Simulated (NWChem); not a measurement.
System: C2H2F, doublet; SMILES [CH]=CF

Program: NWChem. Spin-unrestricted. In the optimisation the excess spin sits in a' (Cs, its own frame). All runs use the structure optimised with PBE0/def2-SVP, spin-unrestricted. No stability test was run on the SCF state.

Task: What does the run give for PBE/STO-3G? Quantities: highest occupied level (eV); lowest empty minus highest occupied level, either spin (eV); dipole (D); <S²>.

Result: 
```
Quantity                                                     Value
-----------------------------------------------------------  -----
highest occupied level (eV)                                  -3.03
lowest empty minus highest occupied level, either spin (eV)   2.73
dipole (D)                                                    0.07
<S²>                                                         0.761
```
